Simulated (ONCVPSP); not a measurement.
Building the ONCV potential for Mn (PBEsol, fully relativistic).

* Element: manganese (Mn)
* Generator: ONCVPSP 4.0.1
* Type: optimised norm-conserving Vanderbilt (ONCV)
* Functional: PBEsol
* Relativity: fully relativistic
* Frozen core: [Ne]
* Valence charge: 15
* Reference configuration: 3s2 3p6 3d5 4s2
* Partial waves: 3s+4s: rc 1.50 bohr, ncon 3, nbas 6, qcut 6.5 1/bohr, 2 projectors; 3p: rc 0.85 bohr, ncon 5, nbas 10, qcut 11 1/bohr, 2 projectors, debl 1.2 Ha; 3d: rc 1.15 bohr, ncon 4, nbas 9, qcut 11.7 1/bohr, 2 projectors, debl 0.4 Ha
* Local potential: polynomial inside 0.65 bohr (lpopt 5, dvloc0 0 Ha)
* Core correction: none

Open shells are filled in proportion to 2j + 1.

In the p channel the program set the typed energies aside and used -1.986, 0.250 Ha (j = l + 1/2; the other j can differ).

All-electron outer shells of the reference configuration (PBEsol, scalar-relativistic, ld1.x):

| shell | level (eV) | outermost node (bohr) | outermost maximum (bohr) |
| --- | --- | --- | --- |
| 2p | -629.76 | – | 0.19 |
| 3s | -85.64 | 0.34 | 0.74 |
| 3p | -54.48 | 0.31 | 0.75 |
| 3d | -6.79 | – | 0.76 |
| 4s | -5.12 | 1.05 | 2.51 |

(1) Estimate the cutoffs (Ha) at which the residual kinetic energy of the hardest occupied pseudo-wave falls to 1 and 0.1 mHa per electron.

(2) Does the potential have ghost states?

(3) Tests: 3s2 3p6 3d5 4s1; 3s2 3p6 3d5 4s0; 3s2 3p6 3d4 4s0; 3s2 3p5 3d5 4s2. Which has the largest error in its energy relative to the reference configuration, and how large is it?

Answers

(1) 59 Ha and 175 Ha.

(2) No bound ghost flagged; no localised positive-energy state flagged.

(3) 3s2 3p5 3d5 4s2, with +15 meV (all-electron minus pseudo) on +61.88 eV.
